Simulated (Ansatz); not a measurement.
Geometry optimisation, Ansatz, RKS r2SCANh-D4/def2-SVP.

input.yaml

```yaml
crystal:
  periodic: [false, false, false]
  atoms:
    - { symbol: O, position_ang: [-1.6705, 1.4747, -0.0958] }
    - { symbol: B, position_ang: [-0.2773, 1.5442, 0.095] }
    - { symbol: Si, position_ang: [0.8018, 0.1275, -0.6357] }
    - { symbol: Al, position_ang: [0.2318, -1.9195, 0.3136] }
    - { symbol: H, position_ang: [-2.0699, 1.0162, 0.6559] }
    - { symbol: H, position_ang: [-1.76397, 2.15268, -0.81113] }
    - { symbol: H, position_ang: [2.2694, 0.3845, -0.2805] }
    - { symbol: H, position_ang: [0.7172, 0.0911, -2.0896] }
    - { symbol: H, position_ang: [1.1968, -2.7814, 1.2106] }
    - { symbol: H, position_ang: [-1.3389, -2.4407, 0.1368] }
basis:
  gaussian: { orbitals: def2-SVP }
hamiltonian:
  xc: r2scanh
  dispersion: d4
relax:
  f_tol: 0.02
  max_steps: 50
```

Launched with:

```bash
$ ansatz run input.yaml --threads 2 --pin off --max-ram 3072MiB --backend cpu --events-out ev --progress --plain --runs-dir out
```

Question: Where does it end, and by what steps?

Answer: The run converged. After 25 steps the energy has fallen by 2.300 eV; H5 moved furthest, 1.26 Å.

```
step  energy less start (eV)  largest force component (eV/Å)  accepted
   0                  0.0000                           3.253       yes
   1                 -0.8375                           1.673       yes
   2                 -1.3127                           2.222       yes
   3                 -1.5859                           1.962       yes
   4                 -1.8267                           1.898       yes
   5                 -1.9798                           0.974       yes
   6                 -2.0518                           0.452       yes
   7                 -2.0830                           0.235       yes
   8                 -2.1089                           0.433       yes
   9                 -2.1321                           0.588       yes
  10                 -2.1570                           0.540       yes
  11                 -2.1977                           0.493       yes
  12                 -2.2443                           0.774       yes
  13                 -2.2629                           0.888       yes
  14                 -2.2726                           0.330       yes
  15                 -2.2589                           0.415        no
  16                 -2.2928                           0.245       yes
  17                 -2.2968                           0.048       yes
  18                 -2.2976                           0.042       yes
  19                 -2.2991                           0.037       yes
  20                 -2.2996                           0.037       yes
  21                 -2.2992                           0.075        no
  22                 -2.2998                           0.023       yes
  23                 -2.2997                           0.117        no
  24                 -2.3000                           0.046       yes
  25                 -2.3001                           0.019       yes
```

```xyz
10
Properties=species:S:1:pos:R:3
O -1.484 1.062 -0.030
B -0.192 1.774 -0.202
Si 1.153 0.255 -0.707
Al 0.198 -1.696 0.288
H -1.578 -0.007 0.098
H -2.276 1.598 0.117
H 2.605 0.551 -0.566
H 0.806 0.168 -2.168
H 0.289 -2.862 1.361
H -1.425 -1.194 0.307
```

Whether the end is a true minimum wasn't checked by a vibrational analysis.

Time of the run: 100 s on 2 threads of Arm Neoverse V1, with other jobs on the host, peak memory 0.21 GiB.
